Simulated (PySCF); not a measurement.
BrF3Ge.
SMILES: `[F][Ge]([F])([F])[Br]`

Jobs on this species (5 atoms, 94 electrons) with PySCF (density fitting). Hardware of each: an Arm Neoverse V2 with one thread, no GPU, shared host. The host was shared with other jobs, so the times are rough. Peak memory is the resident size of the whole Python process, interpreter and libraries included.

```csv
level and settings,work,basis functions,SCF cycles,wall time,peak memory
"PBE0-D3(BJ)/def2-SVP, grid level 1",geometry optimisation from a GFN2-xTB start shaken at random,106,?,?,?
"delta-SCF UKS B3LYP, pcX-2 on the ionised atom, pcseg-1 elsewhere, spin-free X2C","ΔSCF core ionisation, 1 hole",127,?,?,?
"delta-SCF UKS SCAN, pcX-2 on the ionised atom, pcseg-1 elsewhere, non-relativistic","ΔSCF core ionisation, 1 hole",127,?,?,?
"delta-SCF UKS PBE, pcX-2 on the ionised atom, pcseg-1 elsewhere, spin-free X2C","ΔSCF core ionisation, 1 hole",127,17,2.1 s,0.44 GiB
"delta-SCF UKS SCAN, def2-TZVP on the ionised atom, pcseg-1 elsewhere, spin-free X2C","ΔSCF core ionisation, 1 hole",113,18,2.8 s,0.44 GiB
"delta-SCF UKS PBE0, pcX-2 on the ionised atom, pcseg-1 elsewhere, spin-free X2C","ΔSCF core ionisation, 1 hole",127,15,5.7 s,0.44 GiB
"delta-SCF UKS SCAN, pcX-2 on the ionised atom, pcseg-1 elsewhere, spin-free X2C","ΔSCF core ionisation, 1 hole",127,19,3.1 s,0.44 GiB
"delta-SCF UKS HF, pcX-2 on the ionised atom, pcseg-1 elsewhere, spin-free X2C","ΔSCF core ionisation, 1 hole",127,15,4.4 s,0.44 GiB
"delta-SCF UKS SCAN, pcX-1 on the ionised atom, pcseg-1 elsewhere, spin-free X2C","ΔSCF core ionisation, 1 hole",106,18,2.4 s,0.44 GiB
```

Problem. Fill in the missing figures.

Solution. 
- PBE0-D3(BJ)/def2-SVP, grid level 1; geometry optimisation from a GFN2-xTB start shaken at random: 52 s, 0.43 GiB, 68 SCF cycles
- delta-SCF UKS B3LYP, pcX-2 on the ionised atom, pcseg-1 elsewhere, spin-free X2C; ΔSCF core ionisation, 1 hole: 5.8 s, 0.44 GiB, 16 SCF cycles
- delta-SCF UKS SCAN, pcX-2 on the ionised atom, pcseg-1 elsewhere, non-relativistic; ΔSCF core ionisation, 1 hole: 2.7 s, 0.44 GiB, 18 SCF cycles

Problem. What do all jobs in the table cost together?

Solution. About 81 s; the longest takes about 64 % of that, and about 25 times as long as the shortest.
